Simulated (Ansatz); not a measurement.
Reaction (atomization): `C[O][Al]([F])[Cl]` → Al• + C• + Cl• + F• + 3 H• + O•

Isolated molecules relaxed with PBE0-D4/def2-TZVP in Ansatz; ΔE leaves out vibrations. CBS: MP2 limit from def2 TZ/QZ plus the TZ coupled-cluster correction, frozen cores. This one scheme is used for every species, atoms too. Functionals use def2-TZVPP. HSE06 is defined as in plane-wave codes. No spin–orbit coupling; open shells (•) take unrestricted orbitals. Spin–orbit coupling would lower the free atoms: a little for Al, C, Cl, F, O. Each species was taken in one conformer, which may not be the lowest.

```csv
level,ΔE (kJ/mol),difference from CCSD(T)/CBS
LDA (SPW92),3557.9,413.7
revPBE-D4,3079.0,-65.2
B97M-V,3138.1,-6.1
PBE0-D4,3103.3,-40.9
r2SCANh-D4,3117.1,-27.1
ωB97X-V,3130.6,-13.6
PBE-QIDH,3103.9,-40.3
PBE0,3090.3,-53.9
HSE06,3093.1,-51.1
BHLYP,2989.5,-154.7
HF/def2-SVP,2327.0,-817.2
CCSD/def2-SVP,2923.5,-220.7
CCSD/def2-TZVPP,3006.4,-137.8
HF/CBS(def2),2332.4,-811.8
MP2/CBS(def2),3247.4,103.2
CCSD/CBS(def2),3097.3,-46.9
CCSD(T)/CBS,3144.2,0
```

Largest T1 diagnostic among the species: 0.018.

The D4 term adds +24.7 kJ/mol with B3LYP and +13.0 kJ/mol with PBE0; it sums over pairs of atoms, weighted by their polarisabilities, and B3LYP, whose exchange is more repulsive, gets the larger term. From r2SCAN to r2SCAN0 (25 % exact exchange), in def2-TZVPP and without D4, ΔE moves by −65.6 kJ/mol: exact exchange takes away binding that semilocal exchange gives to molecules.

B3LYP here is the variant with VWN-RPA as its local correlation; programs differ in this.

For atomizations the MP2-based limit and the directly extrapolated one differ by several kJ/mol either way, and by 10 to 25 for some Ge, Se and Sn compounds, so smaller differences from it don't rank the levels.
